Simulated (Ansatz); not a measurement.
Basis sets compared for [GaF4]- (GaF4⁻). Total charge -1; singlet. Geometry PBE0-D4/def2-SVPD. Ansatz on 4 threads of Arm Neoverse N1 on a shared host; times are rough, and most runs start from earlier orbitals.

Cartesian coordinates in Å:
```
Ga 0.000 0.000 0.000
F -0.179 -1.733 -0.434
F -1.568 0.628 0.609
F 0.496 0.933 -1.452
F 1.251 0.172 1.277
```

```tsv
level	functions	energy (Eh)	HOMO (eV)	LUMO (eV)	wall time
PBE-D4/def2-SVPD	130	-2323.3301	-3.66	2.96	1.7 s
PBE0-D4/def2-SVPD	130	-2323.3610	-5.74	3.67	3.3 s
```

(1) Estimate the rows for PBE-D4/def2-TZVPD (with forces), PBE0-D4/def2-TZVPD.

Answers

(1) 
| level | functions | energy (Eh) | HOMO (eV) | LUMO (eV) | wall time |
| --- | --- | --- | --- | --- | --- |
| PBE-D4/def2-TZVPD (with forces) | 214 | -2324.0394 | -3.57 | 2.93 | 3.7 s |
| PBE0-D4/def2-TZVPD | 214 | -2324.0711 | -5.61 | 3.63 | 4.3 s |
